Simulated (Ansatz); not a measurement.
The same path of CH2AlF2 (6 atoms, charge -1, multiplicity 1) was run twice with different band settings.

Computed with RKS PBE/def2-SVP in Ansatz 0.2.0.

Relaxed end points:

```xyz
6
Properties=species:S:1:pos:R:3
F -0.603 2.002 -0.486
C -0.137 0.689 -0.710
Al 0.121 -0.600 0.603
F 0.700 -2.176 0.187
H 0.047 0.558 -1.802
H -0.128 -0.473 2.207
```

```xyz
6
Properties=species:S:1:pos:R:3
F -0.035 0.880 -1.992
C -0.180 0.773 -0.599
Al 0.148 -0.654 0.537
F 0.726 -2.223 0.110
H -0.556 1.745 -0.196
H -0.104 -0.522 2.140
```

Common settings: movable images 5; climbing image yes; spring 5.0 eV/Å²; optimiser quadratic models (default); start path through a guess of the saddle point; iteration limit 60; end points relaxed.

| run | force threshold |
| --- | --- |
| 1 | 0.03 eV/Å |
| 2 | 0.2 eV/Å |

Task: What does each run give, and how far can it be trusted?

Result: Run 1: converged after 16 iterations, highest image 1.023 eV above the first end. A vibrational analysis at the climbing image gives one clearly imaginary mode, 592i cm⁻¹: a first-order saddle point.
Run 2: converged after 12 iterations, highest image 1.024 eV above the first end. The threshold of 0.2 eV/Å is loose, so the images may lie well off the minimum-energy path. Another band between the same ends (5 images) ends at a top of the same energy, where a vibrational analysis finds 1 clearly imaginary mode.
Limits of this set-up: an anion without diffuse functions, the dipole of an ion depends on the origin.
